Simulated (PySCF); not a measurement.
Job file and geometry (Å, from PBE0-D3(BJ)/def2-SVP) of an NMR shielding run on chlorocyclooctane (SMILES ClC1CCCCCCC1), GIAO HF/pcSseg-1 NMR shielding, non-relativistic, gas phase (PySCF 2.14.0, density-fitted response routines); density fitting, a coarse starting grid and PySCF grid level 2 are the driver's defaults:

```
{"job": {"kind": "nmr", "xc": "HF", "basis": "pcSseg-1", "pop": false}, "charge": 0, "multiplicity": 1}
Cl    -0.855317    -4.246601    -2.662886
C     -0.601063    -2.943498    -1.427331
C      0.837652    -2.458394    -1.561553
C      1.304524    -1.489435    -0.466132
C      1.312811    -0.007808    -0.852803
C      0.093925     0.521083    -1.599121
C     -1.238903     0.503906    -0.860514
C     -1.807995    -0.866362    -0.480905
C     -1.739158    -1.940470    -1.575766
H     -0.710388    -3.459684    -0.459665
H      1.467709    -3.359845    -1.546110
H      0.975834    -2.017847    -2.563300
H      2.331330    -1.760446    -0.174021
H      0.705039    -1.647501     0.444613
H      2.194492     0.173458    -1.491826
H      1.477756     0.595869     0.056758
H      0.303674     1.562209    -1.895400
H     -0.013300    -0.025754    -2.551751
H     -1.162736     1.122558     0.050722
H     -1.977382     1.013766    -1.503313
H     -2.863037    -0.719568    -0.200897
H     -1.327077    -1.244397     0.435356
H     -1.684963    -1.481357    -2.577185
H     -2.668555    -2.528675    -1.570944
```

Q: Write the output of this run.

A: 
```
final grid: 181992 points
cycle   1  E = -770.9689635268  dE =  1.964e+00  |g| = 5.774e-01  |ddm| = 4.113e+00
cycle   2  E = -771.0704056204  dE = -1.014e-01  |g| = 2.732e-01  |ddm| = 8.162e-01
cycle   3  E = -771.0883299796  dE = -1.792e-02  |g| = 8.759e-02  |ddm| = 3.563e-01
cycle   4  E = -771.0908742466  dE = -2.544e-03  |g| = 9.974e-03  |ddm| = 1.221e-01
cycle   5  E = -771.0909122288  dE = -3.798e-05  |g| = 2.990e-03  |ddm| = 1.868e-02
cycle   6  E = -771.0909172483  dE = -5.019e-06  |g| = 1.015e-03  |ddm| = 8.553e-03
cycle   7  E = -771.0909179009  dE = -6.526e-07  |g| = 3.529e-04  |ddm| = 2.872e-03
cycle   8  E = -771.0909179942  dE = -9.322e-08  |g| = 8.895e-05  |ddm| = 1.240e-03
cycle   9  E = -771.0909179989  dE = -4.746e-09  |g| = 2.040e-05  |ddm| = 2.431e-04
cycle  10  E = -771.0909179991  dE = -2.410e-10  |g| = 6.175e-06  |ddm| = 4.845e-05
converged SCF energy = -771.0909179991

GIAO shielding tensors (ppm)
atom      isotropic    diamagn.    paramagn.     s11        s22        s33       span
  0 Cl     820.941    1142.684    -321.742    602.953    776.580   1083.291    480.339
  1 C      129.103     234.495    -105.392    100.593    123.382    163.334     62.741
  2 C      157.609     241.715     -84.106    137.684    157.065    178.079     40.394
  3 C      168.575     243.072     -74.497    160.507    168.075    177.143     16.636
  4 C      164.103     242.668     -78.565    157.455    166.344    168.510     11.055
  5 C      171.255     244.685     -73.430    159.537    173.301    180.928     21.391
  6 C      164.177     242.612     -78.435    157.451    166.460    168.618     11.167
  7 C      168.560     243.033     -74.473    160.461    168.078    177.142     16.681
  8 C      157.688     241.691     -84.003    137.792    157.135    178.136     40.343
  9 H       28.561      25.736       2.825     24.163     29.223     32.297      8.134
 10 H       29.832      28.595       1.237     22.717     30.898     35.881     13.164
 11 H       30.280      28.675       1.604     26.928     30.861     33.050      6.121
 12 H       30.238      30.426      -0.187     23.841     28.828     38.045     14.204
 13 H       30.668      30.606       0.062     27.908     29.613     34.484      6.577
 14 H       30.426      30.633      -0.207     24.715     28.618     37.944     13.228
 15 H       30.501      30.939      -0.438     25.681     28.302     37.520     11.839
 16 H       30.567      30.724      -0.156     24.545     28.457     38.700     14.155
 17 H       30.338      31.655      -1.317     27.785     29.456     33.773      5.989
 18 H       30.501      30.903      -0.402     25.690     28.300     37.513     11.823
 19 H       30.424      30.598      -0.173     24.694     28.627     37.952     13.259
 20 H       30.236      30.379      -0.144     23.839     28.827     38.040     14.201
 21 H       30.669      30.574       0.095     27.905     29.608     34.495      6.590
 22 H       30.275      28.659       1.616     26.933     30.849     33.043      6.110
 23 H       29.836      28.579       1.257     22.720     30.896     35.893     13.174
```

Q: Turn these shieldings into chemical shifts. δ = σ(ref) − σ, references computed at the same level: ³⁵Cl (σref 955.90) against HCl; ¹³C (σref 190.85), ¹H (σref 31.69) against TMS.

A: Averaging equivalent atoms: Cl 0: 135; C 1: 61.7; C 2/8: 33.2; C 4/6: 26.7; C 3/7: 22.3; C 5: 19.6; H 9: 3.13; H 10/23: 1.85; H 12/20: 1.45; H 11/22: 1.41; H 17: 1.35; H 14/19: 1.26; H 15/18: 1.18; H 16: 1.12; H 13/21: 1.02 ppm. 

Size and cost of the density-fitted run: 235 basis functions, 15 s wall time on 1 thread of an x86-64 server CPU, shared host.
